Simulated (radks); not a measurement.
Problem. The dysprosium ion Dy2+, 64 electrons, occupied as [Xe] 4f9.5 5d0.5 (fractional occupations, a model configuration). Calculated with a radial shooting solver on a logarithmic mesh with Libxc functionals: Dirac Kohn-Sham, BLYP, spin-unpolarised, spherical densities, point nucleus; open shells are shared between the two j in proportion to 2j + 1. Some entries of the table are withheld. Estimate them.

orbital,occ.,eigenvalue (eV),<r> (bohr)
1s1/2,2,-53626.07,0.02111
2s1/2,2,-8939.581,0.08921
2p1/2,2,-8502.641,0.07437
2p3/2,4,-7702.109,0.08143
3s1/2,2,-2003.287,0.2341
3p1/2,2,-1812.798,0.2238
3p3/2,4,-1646.580,0.2372
3d3/2,4,-1319.291,0.2096
3d5/2,6,-1282.997,0.2138
4s1/2,2,-409.9925,0.5296
4p1/2,2,(1),0.5400
4p3/2,4,(2),0.5706
4d3/2,4,-173.9652,(3)
4d5/2,6,-167.2135,(4)
5s1/2,2,-64.6965,(5)
5p1/2,2,-44.2267,(6)
5p3/2,4,-39.3488,(7)
4f5/2,4.07143,(8),0.8316
4f7/2,5.42857,(9),0.8470
5d3/2,0.2,-14.6017,(10)
5d5/2,0.3,-14.2529,(11)

Solution. 
(1) 4p1/2 eigenvalue (eV): -334.8716
(2) 4p3/2 eigenvalue (eV): -297.6319
(3) 4d3/2 <r> (bohr): 0.6027
(4) 4d5/2 <r> (bohr): 0.6135
(5) 5s1/2 <r> (bohr): 1.291
(6) 5p1/2 <r> (bohr): 1.451
(7) 5p3/2 <r> (bohr): 1.552
(8) 4f5/2 eigenvalue (eV): -20.3828
(9) 4f7/2 eigenvalue (eV): -19.4711
(10) 5d3/2 <r> (bohr): 2.398
(11) 5d5/2 <r> (bohr): 2.453
